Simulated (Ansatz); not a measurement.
Cl2Se, charge +1, doublet, geometry from GFN2-xTB (a state made from the parent by changing its charge; the spin is typed, not shown lowest), atoms displaced at random by about 0.02 Å a coordinate. Base run: HF/STO-3G in Ansatz (a quantum-chemistry and plane-wave program).

Ansatz was given this input:
Ansatz 0.2 input:
```yaml
crystal:
  periodic: [false, false, false]
  atoms:
    - {symbol: Se, position_ang: [0.01071013, -0.00945034, 0.65288994]}
    - {symbol: Cl, position_ang: [1.04646160, 1.25829715, -0.65263814]}
    - {symbol: Cl, position_ang: [-1.03263636, -1.27926441, -0.65237772]}
basis:
  gaussian:
    orbitals: STO-3G
hamiltonian:
  xc: hf
total_charge: 1
magnetization: {spin_polarized: true, initial_magnetization: 1}
relax: {}
```

Variants of this job, named by their change:

| change | ΔE vs base (kJ/mol) | optimiser steps |
|---|---|---|
| base | 0.00 | 5 |
| relax = f_tol: 0.05 | 0.00 | 4 |
| relax = max_displacement: 0.02 | 0.00 | 6 |
| relax = escape_saddle: false | 0.00 | 5 |
| relax = max_displacement: 0.5 | 0.00 | 4 |
| relax = f_tol: 0.1 | 0.00 | 4 |
| relax = f_tol: 0.0005 | 0.00 | 5 |
